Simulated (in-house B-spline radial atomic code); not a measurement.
Whole-atom quantities along the 27-electron series, configuration [Ar] 3d9. Computed with a B-spline radial code for spherical atoms: non-relativistic Hartree-Fock, average of the configuration, point nuclei.

This level leaves out relativity, spin-orbit splitting included, which matters for heavy ions.

```tsv
ion	Z	E/Z² (Eh)	Σ<r²> (bohr²)	n(0)/Z³ (bohr⁻³)	Lamb diamagnetic shielding (ppm)	repulsion over attraction
Te25+	52	-2.3295	1.9078	0.70323	4801.83	0.10445
I26+	53	-2.3397	1.8115	0.70382	4906.45	0.10274
Xe27+	54	-2.3497	1.7223	0.7044	5011.07	0.1011
Cs28+	55	-2.3593	1.6397	0.70496	5115.68	0.099495
Ba29+	56	-2.3687	1.563	0.7055	5220.28	0.097941
La30+	57	-2.3777	1.4916	0.70602	5324.88	0.096432
Ce31+	58	-2.3865	1.425	0.70653	5429.48	0.094967
Pr32+	59	-2.395	1.3628	0.70703	5534.07	0.093543
Nd33+	60	-2.4032	1.3047	0.70751	5638.66	0.092159
Pm34+	61	?	?	?	?	?
Sm35+	62	?	?	?	?	?
Eu36+	63	-2.4266	1.1512	0.70887	5952.4	0.088234
Gd37+	64	?	?	?	?	?
Tb38+	65	-2.4411	1.0636	0.70971	6161.55	0.085791
Dy39+	66	-2.448	1.0235	0.71012	6266.12	0.084618
Ho40+	67	-2.4548	0.98563	0.71052	6370.69	0.083475
Er41+	68	-2.4614	0.94987	0.7109	6475.25	0.082362
Tm42+	69	-2.4678	0.91603	0.71128	6579.82	0.081278
Yb43+	70	-2.474	0.88398	0.71164	6684.38	0.08022
Lu44+	71	-2.4801	0.8536	0.712	6788.94	0.07919
Hf45+	72	-2.4861	0.82476	0.71235	6893.5	0.078184
Ta46+	73	-2.4918	0.79737	0.71268	6998.06	0.077203
```

Question: Fill in the row of Pm34+.

Answer: E/Z² (Eh): -2.4112; Σ<r²> (bohr²): 1.2503; n(0)/Z³ (bohr⁻³): 0.70797; Lamb diamagnetic shielding (ppm): 5743.24; repulsion over attraction: 0.090814.

Question: Fill in the row of Sm35+.

Answer: E/Z² (Eh): -2.419; Σ<r²> (bohr²): 1.1992; n(0)/Z³ (bohr⁻³): 0.70843; Lamb diamagnetic shielding (ppm): 5847.82; repulsion over attraction: 0.089506.

Question: Fill in the row of Gd37+.

Answer: E/Z² (Eh): -2.4339; Σ<r²> (bohr²): 1.1061; n(0)/Z³ (bohr⁻³): 0.7093; Lamb diamagnetic shielding (ppm): 6056.97; repulsion over attraction: 0.086996.

Question: With what power of Z does the column «Σ<r²> (bohr²)» change over this range?

Answer: A fit of the logarithm of its size against log Z from Z = 52 to 73 has slope -2.57. Unscreened non-relativistic hydrogenic orbitals would give -2.
